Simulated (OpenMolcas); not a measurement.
Au5+ among 2 point charges of -1 e arranged as a linear pair (D∞h).

```
Program             : OpenMolcas
Method              : SS-CASPT2, IPEA 0.25 Eh, imaginary shift 0.1 Eh (closed shells correlated: 5s 5p)
Basis               : ANO-RCC-VDZP [7s6p4d2f]
Scalar Hamiltonian  : DKH2, point nucleus
Active space        : 6 electrons in 5 orbitals (5d)
State averaging     : 2S+1 = 5 even, 5 roots; 2S+1 = 3 even, 45 roots; 2S+1 = 1 even, 50 roots
Spin-orbit coupling : RASSI with atomic mean-field integrals over the reference wave functions
```

All point charges move together. At R = 1.9 Å the first state of the same spin is 6690 cm-1, and at R = 1.98 Å it is 6010 cm-1.

A third run gives 8380 cm-1. What distance was it run at?

With a power law R^-n the two known points give n = -ln(6010 / 6690) / ln(1.98 / 1.9) = 2.60. Then R = 1.9 × (6690 / 8380)^(1/2.60) = 1.742 Å. The run was at 1.74 Å, so the estimate is off by +0.002 Å.

Roots that are degenerate in the reference are averaged as groups; the widest CASPT2 spread within a group is 31 cm-1 (the 2-fold group of multiplicity 1 near 41200 cm-1 above the lowest state of its run, R = 1.74). Shifts and gaps below about the spread of the groups concerned are not significant. Point charges give a weaker field than real ligands, and real ions of this kind are as a rule low spin; the high spin found here belongs to the model. Free-ion shares, where given, are those of the reference states; single-state CASPT2 does not remix them. This is an electrostatic model: the charges have no orbitals. No measured value stands beside these numbers.
